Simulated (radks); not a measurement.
Species: Eu21+. Configuration: [Kr] 4d6 (the NIST ground configuration). Calculated with a radial shooting solver on a logarithmic mesh with Libxc functionals: scalar-relativistic Kohn-Sham, r2SCAN, spin-polarised, spherical densities, finite nucleus; open shells are filled with parallel spins first (spin-orbit coupling, left out, can overturn this in heavy ions); meta-GGA in the generalised Kohn-Sham scheme; Fermi nuclear charge, rms radius 5.1115 fm.

Normalised radial functions P(r) = r R(r), r in bohr:

r	3d down
0.0008982	0.0000
0.001151	0.0000
0.001475	0.0001
0.00189	0.0001
0.002403	0.0002
0.003079	0.0004
0.003946	0.0007
0.005056	0.0015
0.006428	0.0028
0.008237	0.0056
0.01056	0.0108
0.01353	0.0210
0.01733	0.0399
0.02204	0.0733
0.02824	0.1340
0.03618	0.2378
0.04637	0.4056
0.05895	0.6489
0.07554	0.9932
0.0968	1.4101
0.124	1.8267
0.1577	2.1113
0.2021	2.1454
0.259	1.8457
0.3318	1.2952
0.4218	0.7251
0.5406	0.2969
0.6927	0.0836
0.8877	0.0147
1.128	0.0015
1.446	0.0001
1.853	0.0000

3d down: eigenvalue -1705.7 eV, 0 radial nodes, <r> = 0.225 bohr, 90 % of the charge inside 0.349 bohr.
